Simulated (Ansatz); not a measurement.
BH$_{6}$O$_{3}$P at its PBE0-D4/def2-TZVP geometry, where that method's forces vanish. Charge 0, multiplicity 1. The bonds changed during the relaxation, so this is another structure than the one it started from.

| atom | x (Å) | y (Å) | z (Å) |
| --- | --- | --- | --- |
| O1 | 0.8723 | 1.3922 | 0.7511 |
| B2 | -0.4262 | 1.7158 | 0.4668 |
| O3 | -0.8315 | 2.9745 | 0.7937 |
| O4 | -1.3272 | 0.8587 | -0.1183 |
| P5 | 0.6325 | -2.1252 | -0.5522 |
| H6 | 1.0970 | 0.4947 | 0.4978 |
| H7 | -1.7512 | 3.1156 | 0.5613 |
| H8 | -0.9567 | -0.0077 | -0.3142 |
| H9 | 1.9432 | -2.5127 | -0.1810 |
| H10 | 0.0145 | -3.2866 | -0.0304 |
| H11 | 0.7333 | -2.6192 | -1.8745 |

Task: For each bond, give half the difference of the two atoms' forces along it (eV/Å; positive pushes the atoms apart) under PBE-D4, r2SCAN-D4, B3LYP-D4, ωB97M-V in def2-TZVPP. (Best estimate.)

Result: Ansatz gave: 
```csv
bond,length (Å),PBE-D4,r2SCAN-D4,B3LYP-D4,ωB97M-V
O1–B2,1.368,0.20,0.08,0.07,0.10
O1–H6,0.959,0.38,0.01,-0.04,-0.11
B2–O3,1.362,0.26,0.10,0.06,0.08
B2–O4,1.374,0.15,0.07,0.09,0.12
O3–H7,0.959,0.35,0.00,-0.02,-0.08
O4–H8,0.962,0.38,0.01,-0.04,-0.14
P5–H9,1.416,0.22,0.01,-0.04,-0.14
P5–H10,1.415,0.22,0.01,-0.04,-0.13
P5–H11,1.415,0.22,0.01,-0.04,-0.13
```

B3LYP here is the variant with VWN-RPA as its local correlation; programs differ in this.
